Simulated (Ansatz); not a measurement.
Geometry optimisation, Ansatz, UKS PBE0-D4/STO-3G.

Input file:

```yaml
crystal:
  periodic: [false, false, false]
  atoms:
    - { symbol: "N", position_ang: [-0.1567, -1.277, -1.2066] }
    - { symbol: B, position_ang: [0.4749, -0.2107, -0.321] }
    - { symbol: O, position_ang: [1.761, -0.4948, 0.2352] }
    - { symbol: C, position_ang: [-0.1322, 1.2146, -0.0516] }
    - { symbol: F, position_ang: [-0.456, 1.8239, -1.2708] }
    - { symbol: S, position_ang: [-1.769, 0.9998, 0.8532] }
    - { symbol: H, position_ang: [-1.0553, -1.5284, -0.7321] }
    - { symbol: H, position_ang: [0.4512, -2.0559, -1.2742] }
    - { symbol: H, position_ang: [1.6045, -0.9025, 1.1657] }
    - { symbol: H, position_ang: [0.4778, 1.8406, 0.5784] }
    - { symbol: H, position_ang: [-1.1348, 0.5335, 2.0445] }
magnetization:
  spin_polarized: true
basis:
  gaussian: { orbitals: STO-3G }
hamiltonian:
  xc: pbe0
  dispersion: d4
relax:
  f_tol: 0.02
  max_steps: 40
output:
  orbitals: {}
```

Run as:

```bash
$ ansatz run input.yaml --threads 1 --pin off --max-ram 2048MiB --backend cpu --events-out ev --progress --plain --runs-dir out
```

Problem. Where does it end, and by what steps?

Solution. It converged. The force dipped under the threshold on the way, but the program's further checks kept it going. Limits of this set-up: minimal basis. After 36 steps the energy has fallen by 2.015 eV; H11 moved furthest, 1.72 Å.

| step | energy less start (eV) | largest force component (eV/Å) | accepted |
| --- | --- | --- | --- |
| 0 | 0.0000 | 5.072 | yes |
| 2 | -0.8879 | 2.098 | yes |
| 4 | -1.2787 | 1.552 | yes |
| 6 | -1.7224 | 0.539 | yes |
| 8 | -1.8087 | 0.528 | yes |
| 10 | -1.8295 | 0.132 | yes |
| 12 | -1.8446 | 0.338 | yes |
| 14 | -1.8670 | 0.497 | yes |
| 16 | -1.8915 | 0.373 | yes |
| 18 | -1.9354 | 0.324 | yes |
| 20 | -1.9658 | 0.502 | yes |
| 22 | -1.9921 | 0.513 | yes |
| 24 | -2.0039 | 0.119 | yes |
| 26 | -2.0080 | 0.205 | yes |
| 28 | -2.0127 | 0.091 | yes |
| 30 | -2.0138 | 0.075 | no |
| 32 | -2.0145 | 0.012 | yes |
| 34 | -2.0150 | 0.046 | yes |
| 36 | -2.0152 | 0.018 | yes |

```xyz
11
Properties=species:S:1:pos:R:3
N 0.178 -1.137 -1.158
B 0.555 -0.452 -0.002
O 1.521 -0.786 0.911
C -0.319 0.891 0.185
F -1.178 0.997 -0.943
S -1.266 0.834 1.752
H -0.582 -0.664 -1.688
H 0.532 -2.020 -1.559
H 1.947 -1.654 0.615
H 0.326 1.800 0.203
H -1.648 2.135 1.703
```

Whether the end is a true minimum wasn't checked by a vibrational analysis.

Time of the run: 3.2 min on 1 thread of Intel(R) Xeon(R) Platinum 8259CL CPU @ 2.50GHz (Skylake/Cascade Lake), with other jobs on the host, peak memory 0.26 GiB.
